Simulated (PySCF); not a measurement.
Delta-SCF ions had no search for a lower state. Excitations are Tamm–Dancoff values on a coarser integration grid. The basis has no diffuse functions, so Rydberg states are missing or too high.

Cartesian coordinates (Å):
SMILES: C(=N\C#N)/O
```xyz
7

N      2.7710    -0.3179    -0.0242
C      1.6016    -0.3873    -0.0157
N      0.2859    -0.5918    -0.0072
C     -0.5343     0.3973     0.0076
O     -1.8505     0.2045     0.0160
H     -0.2668     1.4609     0.0148
H     -2.0068    -0.7656     0.0087
```
Charge 0, multiplicity 1.

### Question
Give the brightest of the four lowest singlets (TDA), LUMO, S1 excitation (TDA), T1 excitation (TDA) and vertical ionisation energy (Delta-SCF) at the level PBE-D3(BJ)/def2-TZVP in PySCF 2.14.0.

### Answer

The brightest of the four lowest singlets (TDA) is 5.79 eV, the LUMO comes out as -2.73 eV and the S1 excitation (TDA) is 4.55 eV. The T1 excitation (TDA) is 3.84 eV and the vertical ionisation energy (Delta-SCF) comes out as 10.56 eV.
